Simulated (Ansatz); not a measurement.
Species: C2H6N2, SMILES `[H]/N=C\NC` (C–N–C–N torsion 6°) (charge 0, multiplicity 1), formula C2H6N2.

Q: How many basis functions does frozen-core CCSD(T)/cc-pVTZ // B3LYP-D3(BJ)/def2-TZVP (Ansatz, a program for electronic structure) use, how many core orbitals are frozen, and how many electrons are correlated?

A: 204 basis functions and 4 frozen orbitals, which leaves 24 correlated electrons. Core time is of the order of minutes.
